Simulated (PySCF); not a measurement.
FH₂InO, SMILES [OH][InH][F].

Geometry optimised at B3LYP-D3(BJ)/def2-TZVP. The def2 effective core potentials stand for the cores of In; spin–orbit coupling is left out. Other conformers were not sampled.

Level of theory: C-PCM-ωB97X/def2-SVP in PySCF.

The values are the electrostatic part of the solvation free energy, E(continuum) − E(gas) at the gas-phase geometry, in a cavity of scaled van der Waals radii (PySCF's table); cavitation and dispersion terms are not included. A continuum can't describe solvent molecules that bind to the metal. In vacuum the orbital gap is 11.65 eV. The dipole moment in vacuum is 1.74 D.

```csv
solvent,ε,ΔG(elec) (kcal/mol),dipole (D),gap (eV)
water,78.36,-11.2,2.12,12.19
chlorobenzene,5.70,[?],[?],[?]
cyclohexanone,15.62,-10.5,2.09,12.16
```

Question: Fill in the missing entries. (Estimate from the structure and the level; the computed values follow.)

Answer: 
- chlorobenzene, ΔG(elec) (kcal/mol): -9.2
- chlorobenzene, dipole (D): 2.05
- chlorobenzene, gap (eV): 12.09
